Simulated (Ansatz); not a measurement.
Single points on YCl₃⁺.

```yaml
crystal:
  periodic: [false, false, false]
  atoms:
    - {symbol: Y, position_ang: [0.000018, 0.000006, 0.002649]}
    - {symbol: Cl, position_ang: [2.444147, -0.025925, 0.023808]}
    - {symbol: Cl, position_ang: [-1.199621, 2.129673, -0.014841]}
    - {symbol: Cl, position_ang: [-1.244553, -2.103744, -0.011616]}
basis:
  gaussian: {orbitals: def2-TZVP, initial_orbitals: start.molden}
total_charge: 1
magnetization: {spin_polarized: true, initial_magnetization: 1}
hamiltonian: {xc: pbe, dispersion: d4}
scf: {omitted_lower_state_checks: [starts]}
output: {orbitals: {seedname: orbitals}}
```

The file start.molden holds the orbitals of an earlier run on this structure, at another level or in another basis.

```sh
$ ansatz run in.yaml --threads 4 --pin off --events-out ev --progress --plain --max-ram 3916MiB
```

Output, abridged:

```
Functional definition: PBE
1104 factors; their error is unknown
mean field evaluation 1: about -38593.5194 eV, gradient 9.9e0 eV
mean field evaluation 2: about -38593.6295 eV, gradient 1.7e-1 eV
mean field evaluation 4: about -38593.6266 eV, gradient 1.0e-3 eV
mean field evaluation 8: about -38593.6266 eV, gradient 2.4e-5 eV
mean field -38593.62659347 eV, -1418.2896176103 hartree, gradient 5.5e-6 eV, S^2 0.752774; 0 other end points of the search recorded, 0 dependent functions left out
reference -38593.62665210 eV, -1418.2896197649 hartree; 31, 30 occupied and 120, 121 virtual orbitals, 1104 factors
Total energy: -38593.73545818 eV, -1418.2936183145 hartree
Checks for a lower state left out: starts
```

Run time 3.3 s (4 threads of Arm Neoverse V1 on a shared host).

First input, but with `hamiltonian: {xc: pbe0, dispersion: d4}` (abridged; 10 s):

```
Functional definition: PBE0
mean field -38595.71292061 eV, -1418.3662887187 hartree, gradient 3.0e-6 eV, S^2 0.760015
Total energy: -38595.80938331 eV, -1418.3698336575 hartree
Checks for a lower state left out: starts
```

As the first input, with `hamiltonian: {xc: r2scan, dispersion: d4}` (abridged; 9.5 s):

```
Functional definition: r2SCAN
mean field -38606.72019664 eV, -1418.7707986517 hartree, gradient 4.9e-6 eV, S^2 0.755161
Total energy: -38606.74622047 eV, -1418.7717550099 hartree
Checks for a lower state left out: starts
```

Geometry: PBE-D4/def2-SVP, that of the neutral singlet.

In the def2 sets Y takes a core potential; there is no spin–orbit coupling.
